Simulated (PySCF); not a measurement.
Working out the excitation energy of Br⁺

Br⁺ [Ar] 3d10 4s2 4p4 (3P) → Br⁺ [Ar] 3d10 4s1 4p5 (3P). Computed with PySCF 2.14 in x2c-TZVPPall (6s5p4d1f, 48 functions), with scalar relativity by spin-free X2C-1e. Frozen: [Ne]. Energies in hartree (1 hartree = 27.21139 eV):

```
            part   Br⁺ (lower)   Br⁺ (upper)
             UHF  -2604.020861  -2603.496660
CCSD correlation     -0.290799     -0.359055
             (T)     -0.007155     -0.023333
```

**Question.** What does Hartree-Fock give?

**Answer.** (-2603.496660) − (-2604.020861) = 0.524201 hartree = 14.264 eV.

**Question.** What do CCSD and CCSD(T) give?

**Answer.** The CCSD correlation energies differ by -0.068256 hartree = -1.857 eV and the triples by -0.016178 hartree = -0.440 eV, so CCSD gives 12.407 eV and CCSD(T) 11.967 eV.

Measured between the centres of the two terms (NIST): 11.924 eV, so CCSD(T) (valence and next inner shell) is off by 0.043 eV.

The coupled-cluster amplitudes are large, so a single reference is strained.

What remains against the reference includes basis incompleteness, the frozen core and higher excitations.
